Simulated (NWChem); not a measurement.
All runs are NWChem calculations. System: 2-butanone (C₄H₈O), charge 0, spin multiplicity 1, at a geometry optimised with PBE/def2-SVP. Level: RHF/def2-SVP.

Job file:

```
start mol
memory heap 200 mb stack 900 mb global 1100 mb
geometry units angstroms nocenter noautoz noautosym
  C      1.833927     0.530757    -0.264473
  C      0.852300    -0.287248     0.592325
  C     -0.548013    -0.286403    -0.022993
  C     -1.484771     0.829618     0.411643
  O     -0.881020    -1.129961    -0.840228
  H      2.852296     0.510991     0.172100
  H      1.525779     1.593747    -0.345301
  H      1.893896     0.116479    -1.290844
  H      1.188248    -1.342781     0.639713
  H      0.822124     0.118014     1.626156
  H     -0.980956     1.817995     0.378374
  H     -1.786465     0.666458     1.468672
  H     -2.387422     0.838445    -0.226060
end
basis spherical
  * library def2-svp
end
scf
  rhf
  nopen 0
  maxiter 100
  thresh 1e-7
  semidirect memsize 60000000 filesize 0
end
task scf energy
```

NWChem printed:

```
             Northwest Computational Chemistry Package (NWChem) 7.3.0
             --------------------------------------------------------

                                NWChem Input Module
                                -------------------

 Scaling coordinates for geometry "geometry" by  1.889725989
 (inverse scale =  0.529177249)

                             Geometry "geometry" -> ""
                             -------------------------

 Output coordinates in angstroms (scale by  1.889725989 to convert to a.u.)

  No.       Tag          Charge          X              Y              Z
 ---- ---------------- ---------- -------------- -------------- --------------
    1 C                    6.0000     1.83392700     0.53075700    -0.26447300
    2 C                    6.0000     0.85230000    -0.28724800     0.59232500
    3 C                    6.0000    -0.54801300    -0.28640300    -0.02299300
    4 C                    6.0000    -1.48477100     0.82961800     0.41164300
    5 O                    8.0000    -0.88102000    -1.12996100    -0.84022800
    6 H                    1.0000     2.85229600     0.51099100     0.17210000
    7 H                    1.0000     1.52577900     1.59374700    -0.34530100
    8 H                    1.0000     1.89389600     0.11647900    -1.29084400
    9 H                    1.0000     1.18824800    -1.34278100     0.63971300
   10 H                    1.0000     0.82212400     0.11801400     1.62615600
   11 H                    1.0000    -0.98095600     1.81799500     0.37837400
   12 H                    1.0000    -1.78646500     0.66645800     1.46867200
   13 H                    1.0000    -2.38742200     0.83844500    -0.22606000

 Effective nuclear repulsion energy (a.u.)     174.8286499934

            Nuclear Dipole moment (a.u.)
            ----------------------------
        X                 Y               Z
 ---------------- ---------------- ----------------
    -0.0000037795     0.0000075589    -0.0000037795


 Summary of "ao basis" -> "" (spherical)
 ------------------------------------------------------------------------------
       Tag                 Description            Shells   Functions and Types
 ---------------- ------------------------------  ------  ---------------------
 *                          def2-svp                  on all atoms

 Summary of "ao basis" -> "ao basis" (spherical)
 ------------------------------------------------------------------------------
       Tag                 Description            Shells   Functions and Types
 ---------------- ------------------------------  ------  ---------------------
 C                          def2-svp                 6       14   3s2p1d
 O                          def2-svp                 6       14   3s2p1d
 H                          def2-svp                 3        5   2s1p

                                 NWChem SCF Module
                                 -----------------

  ao basis        = "ao basis"
  functions       =   110
  atoms           =    13
  closed shells   =    20
  open shells     =     0
  charge          =   0.00
  wavefunction    = RHF
  use symmetry    = F
  symmetry adapt  = F

 Summary of "ao basis" -> "ao basis" (spherical)
 ------------------------------------------------------------------------------
       Tag                 Description            Shells   Functions and Types
 ---------------- ------------------------------  ------  ---------------------
 C                          def2-svp                 6       14   3s2p1d
 O                          def2-svp                 6       14   3s2p1d
 H                          def2-svp                 3        5   2s1p

 Forming initial guess at       0.0s

      Superposition of Atomic Density Guess
      -------------------------------------

 Sum of atomic energies:        -229.18462805

      Non-variational initial energy
      ------------------------------

 Total energy =    -232.147560
 1-e energy   =    -655.061200
 2-e energy   =     248.084990
 HOMO         =      -0.320758
 LUMO         =      -0.017683

 Starting SCF solution at       1.0s

 ----------------------------------------------
         Quadratically convergent ROHF

 Convergence threshold     :          1.000E-07
 Maximum no. of iterations :          100
 Final Fock-matrix accuracy:          1.000E-09
 ----------------------------------------------

              iter       energy          gnorm     gmax       time
             ----- ------------------- --------- --------- --------
                 1     -230.7082855224  1.29D+00  2.61D-01      1.1
                 2     -230.8023457672  4.43D-01  8.87D-02      1.4
                 3     -230.8207294070  3.86D-02  1.07D-02      1.7
                 4     -230.8209973997  8.27D-04  2.09D-04      2.2
                 5     -230.8209974668  3.70D-07  6.42D-08      3.1
                 6     -230.8209974668  4.07D-09  1.43D-09      3.8

       Final RHF  results
       ------------------

         Total SCF energy =   -230.820997466839
      One-electron energy =   -659.086765480353
      Two-electron energy =    253.437118020087
 Nuclear repulsion energy =    174.828649993428

        Time for solution =      2.7s

             Final eigenvalues
             -----------------

              1
    1  -20.5392
    2  -11.3326
    3  -11.2464
    4  -11.2458
    5  -11.2448
    6   -1.3627
    7   -1.0537
    8   -0.9833
    9   -0.8695
   10   -0.7262
   11   -0.6508
   12   -0.6439
   13   -0.6042
   14   -0.5904
   15   -0.5615
   16   -0.5396
   17   -0.5259
   18   -0.4998
   19   -0.4778
   20   -0.4082
   21    0.1447
   22    0.1663
   23    0.2033
   24    0.2233
   25    0.2390
   26    0.2575
   27    0.2634
   28    0.2683
   29    0.3029
   30    0.3455

                       ROHF Final Molecular Orbital Analysis
                       -------------------------------------

 Vector   18  Occ=2.000000D+00  E=-4.997855D-01
              MO Center=  1.0D+00,  4.5D-02,  1.7D-01, r^2= 3.1D+00
   Bfn.  Coefficient  Atom+Function         Bfn.  Coefficient  Atom+Function
  ----- ------------  ---------------      ----- ------------  ---------------
    91      0.259224  10 H  s                81      0.230833   8 H  s
    86     -0.229738   9 H  s                76     -0.204305   7 H  s
    19      0.202904   2 C  py               20      0.191474   2 C  pz
     5     -0.175421   1 C  py                6     -0.172923   1 C  pz

 Vector   19  Occ=2.000000D+00  E=-4.777927D-01
              MO Center= -3.8D-01, -5.0D-01, -3.0D-01, r^2= 2.9D+00
   Bfn.  Coefficient  Atom+Function         Bfn.  Coefficient  Atom+Function
  ----- ------------  ---------------      ----- ------------  ---------------
    62      0.328698   5 O  pz               61     -0.246815   5 O  py
    65      0.243651   5 O  pz               64     -0.185349   5 O  py
    34      0.165965   3 C  pz               19      0.159897   2 C  py
     5     -0.152684   1 C  py

 Vector   20  Occ=2.000000D+00  E=-4.081984D-01
              MO Center= -5.4D-01, -5.5D-01, -3.0D-01, r^2= 2.5D+00
   Bfn.  Coefficient  Atom+Function         Bfn.  Coefficient  Atom+Function
  ----- ------------  ---------------      ----- ------------  ---------------
    60      0.447714   5 O  px               63      0.364939   5 O  px
    18      0.239638   2 C  px               61     -0.217328   5 O  py
    32     -0.214535   3 C  px               47     -0.182625   4 C  py
    45      0.175095   4 C  s                64     -0.173453   5 O  py
    17     -0.163000   2 C  s                21      0.162212   2 C  px

 Vector   21  Occ=0.000000D+00  E= 1.447060D-01
              MO Center=  6.1D-02, -1.4D-01,  2.1D-01, r^2= 5.1D+00
   Bfn.  Coefficient  Atom+Function         Bfn.  Coefficient  Atom+Function
  ----- ------------  ---------------      ----- ------------  ---------------
     3      1.093476   1 C  s                72     -0.704812   6 H  s
    17      0.690214   2 C  s               102     -0.622408  12 H  s
    45      0.558704   4 C  s                92     -0.525038  10 H  s
    87     -0.514998   9 H  s                77     -0.350234   7 H  s
    37      0.299627   3 C  pz               31     -0.298036   3 C  s

 Vector   22  Occ=0.000000D+00  E= 1.662906D-01
              MO Center= -3.3D-01,  1.0D+00,  3.9D-01, r^2= 6.1D+00
   Bfn.  Coefficient  Atom+Function         Bfn.  Coefficient  Atom+Function
  ----- ------------  ---------------      ----- ------------  ---------------
    45      2.082559   4 C  s                97     -1.203413  11 H  s
    17      1.040227   2 C  s                 3      0.790385   1 C  s
    77     -0.739885   7 H  s                92     -0.672883  10 H  s
   107     -0.645673  13 H  s               102     -0.617874  12 H  s
    31     -0.607283   3 C  s                82     -0.405301   8 H  s

 Vector   23  Occ=0.000000D+00  E= 2.032795D-01
              MO Center=  4.7D-01,  6.1D-01,  3.7D-01, r^2= 9.5D+00
   Bfn.  Coefficient  Atom+Function         Bfn.  Coefficient  Atom+Function
  ----- ------------  ---------------      ----- ------------  ---------------
     3      2.625271   1 C  s                45     -1.656791   4 C  s
   102      1.355370  12 H  s                82     -1.086729   8 H  s
    72     -1.007714   6 H  s                77     -0.913052   7 H  s
    17     -0.850185   2 C  s               107      0.560741  13 H  s
    92      0.534403  10 H  s                51     -0.407081   4 C  pz

 center of mass
 --------------
 x =  -0.08126016 y =  -0.11223854 z =  -0.06292955

 moments of inertia (a.u.)
 ------------------
         244.673051243174         -32.856475720167          -6.894766915570
         -32.856475720167         511.340437737306         -56.041559786879
          -6.894766915570         -56.041559786879         573.331983130831

  Mulliken analysis of the total density
  --------------------------------------

    Atom       Charge   Shell Charges
 -----------   ------   -------------------------------------------------------
    1 C    6     6.08   1.99  0.86  0.24  2.02  0.93  0.04
    2 C    6     6.10   1.99  0.88  0.25  2.05  0.89  0.04
    3 C    6     5.84   1.99  0.93  0.25  1.88  0.67  0.11
    4 C    6     6.06   1.99  0.86  0.20  2.05  0.92  0.03
    5 O    8     8.38   1.99  1.08  0.72  2.79  1.78  0.02
    6 H    1     0.95   0.75  0.18  0.02
    7 H    1     0.96   0.75  0.19  0.02
    8 H    1     0.94   0.74  0.17  0.02
    9 H    1     0.93   0.75  0.16  0.02
   10 H    1     0.96   0.75  0.18  0.02
   11 H    1     0.95   0.74  0.18  0.03
   12 H    1     0.94   0.74  0.17  0.03
   13 H    1     0.93   0.74  0.17  0.02

       Multipole analysis of the density wrt the origin
       ------------------------------------------------

     L   x y z        total         open         nuclear
     -   - - -        -----         ----         -------
     0   0 0 0     -0.000000      0.000000     40.000000

     1   1 0 0      0.423601      0.000000     -0.000004
     1   0 1 0      0.898622      0.000000      0.000008
     1   0 0 1      0.824715      0.000000     -0.000004

     2   2 0 0    -23.406561      0.000000    256.290797
     2   1 1 0     -1.961644      0.000000     12.577154
     2   1 0 1     -1.476916      0.000000     -1.390855
     2   0 2 0    -25.485863      0.000000     93.224407
     2   0 1 1     -1.740785      0.000000     28.633464
     2   0 0 2    -24.551163      0.000000     58.610160

 Task  times  cpu:        3.8s     wall:        3.8s

 Total times  cpu:        3.8s     wall:        3.8s
```
